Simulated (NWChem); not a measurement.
C₃H₇FSi; SMILES C([Si@H](F)C)=C

```xyz
12

C     -0.0528    -2.2415     0.3403
C     -0.7264    -1.2227    -0.2071
Si     0.0313     0.4623    -0.4309
C     -0.8899     1.7920     0.4944
F      1.5519     0.3652     0.1626
H      0.9833    -2.1233     0.6765
H     -0.5004    -3.2324     0.4767
H     -1.7619    -1.3952    -0.5318
H      0.1496     0.8171    -1.8766
H     -0.3963     2.7693     0.3794
H     -1.9190     1.8846     0.1112
H     -0.9459     1.5539     1.5676
```
Atoms are numbered in this order, from 1.

Program: NWChem. Pople sets run with spherical d functions. Structure relaxed at the PBE0/def2-SVP level. No frequency run checked for a minimum. B3LYP is NWChem's, with the RPA form of VWN correlation. Ions are spin-unrestricted doublets at the neutral geometry; other ion states weren't tried.

```json
[
 {"level": "B3LYP/6-31G*", "vertical ionisation energy, ΔSCF (eV)": "9.84", "−ε(HOMO) (eV)": "7.44", "ΔSCF minus −ε(HOMO) (eV)": "2.40"},
 {"level": "PBE/6-31G*", "vertical ionisation energy, ΔSCF (eV)": "9.60", "−ε(HOMO) (eV)": "6.53", "ΔSCF minus −ε(HOMO) (eV)": "3.07"},
 {"level": "BHandHLYP/6-31G*", "vertical ionisation energy, ΔSCF (eV)": "___", "−ε(HOMO) (eV)": "___", "ΔSCF minus −ε(HOMO) (eV)": "___"},
 {"level": "PBE0/6-31G*", "vertical ionisation energy, ΔSCF (eV)": "9.89", "−ε(HOMO) (eV)": "7.74", "ΔSCF minus −ε(HOMO) (eV)": "2.15"},
 {"level": "LDA (Slater exchange, VWN5)/6-31G*", "vertical ionisation energy, ΔSCF (eV)": "9.75", "−ε(HOMO) (eV)": "6.65", "ΔSCF minus −ε(HOMO) (eV)": "3.10"}
]
```

Task: What belongs in the gaps?

Result: 
- BHandHLYP/6-31G*, vertical ionisation energy, ΔSCF (eV): 9.85
- BHandHLYP/6-31G*, −ε(HOMO) (eV): 8.71
- BHandHLYP/6-31G*, ΔSCF minus −ε(HOMO) (eV): 1.14
